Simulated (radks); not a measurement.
Task: The copper ion Cu27+, [He]. Method: non-relativistic Kohn-Sham, PBE, spin-polarised, spherical densities, point nucleus; computed with a radial shooting solver on a logarithmic mesh with Libxc functionals. Every spin shell is full or empty, so the densities are truly spherical. Functionals are evaluated on that one density, not self-consistently. Rank these exchange functionals by their error against the exact value of the orbitals, and give that value: LDA, PBE, PBEsol, revPBE, RPBE, PW86, OPTX, AM05, TPSS, SCAN, r2SCAN.

Result: Exact: -17.8902 hartree. From best to worst, with 100 (|E| - |E exact|)/|E exact| (equal figures are ties): TPSS +0.03, SCAN +0.03, r2SCAN +0.03, PW86 -0.29, RPBE -0.36, OPTX -0.57, revPBE -0.57, PBE -2.04, PBEsol -6.29, AM05 -10.99, LDA -14.20.
